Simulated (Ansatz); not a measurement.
Consider the formal hydrolysis of the Si–C bond: `O=C([SiH3])S[SiH3]` + H₂O → silanol + `O=CS[SiH3]`.

Isolated molecules relaxed with PBE0-D4/def2-TZVP in Ansatz; ΔE leaves out vibrations. CCSD(T)/CBS adds triple-zeta CCSD(T) − MP2 to the extrapolated MP2 energy (def2 sets, frozen cores). This one scheme is used for every species. Functionals use def2-TZVPP. One conformer a species, not always the lowest.

`O=C([SiH3])S[SiH3]`:

```xyz
11

O     1.165    0.753   -0.011
C     0.321    0.024   -0.468
Si    0.376   -0.655   -2.270
S    -1.091   -0.511    0.493
Si   -0.537    0.557    2.286
H    -0.855   -0.213   -2.970
H     0.409   -2.137   -2.205
H     1.590   -0.117   -2.923
H     0.759    0.064    2.803
H    -1.629    0.222    3.233
H    -0.508    2.014    2.032
```

H₂O:

Cartesian coordinates in Å:
```
O 0.227 -0.231 0.217
H 0.099 0.716 0.308
H -0.326 -0.486 -0.525
```

`O[SiH3]`:

Z-matrix (Å, degrees):
```
Si
O 1 1.648
H 1 1.489 2 111.7
H 1 1.489 2 111.7 3 120.9
H 1 1.481 2 105.9 3 -119.6
H 2 0.957 1 117.9 3 -60.5
```

`O=CS[SiH3]`:

```xyz
8

O     1.450   -0.099    1.066
C     1.192    0.978    0.608
S    -0.173    1.319   -0.458
Si   -0.921   -0.710   -0.481
H     1.795    1.880    0.813
H    -1.316   -1.128    0.881
H     0.085   -1.622   -1.069
H    -2.112   -0.617   -1.360
```

(1) Is it downhill or uphill in electronic energy at CCSD(T)/CBS, and by how much? (Best estimate.)

(2) What do these levels give: B2PLYP, r2SCAN, MP2/def2-TZVPP, CCSD(T)/def2-TZVPP, HF/def2-QZVPP, CCSD/CBS(def2)? (Estimate.)

Largest T1 diagnostic among the species: 0.017.

Answers

(1) Ansatz gave: Downhill: ΔE = -91.7 kJ/mol.

(2) Computed: B2PLYP -101.2, r2SCAN -95.9, MP2/def2-TZVPP -96.8, CCSD(T)/def2-TZVPP -94.8, HF/def2-QZVPP -123.2, CCSD/CBS(def2) -96.8 kJ/mol.

In def2-TZVPP, CCSD(T) changes the Hartree–Fock value by +27.9 kJ/mol (the triples alone add +5.2 kJ/mol) and MP2 by +25.9 kJ/mol. The D4 term adds +9.0 kJ/mol with B3LYP and +5.1 kJ/mol with PBE0; it sums over pairs of atoms, weighted by their polarisabilities, and B3LYP, whose exchange is more repulsive, gets the larger term.

B3LYP here is the variant with VWN-RPA as its local correlation; programs differ in this.
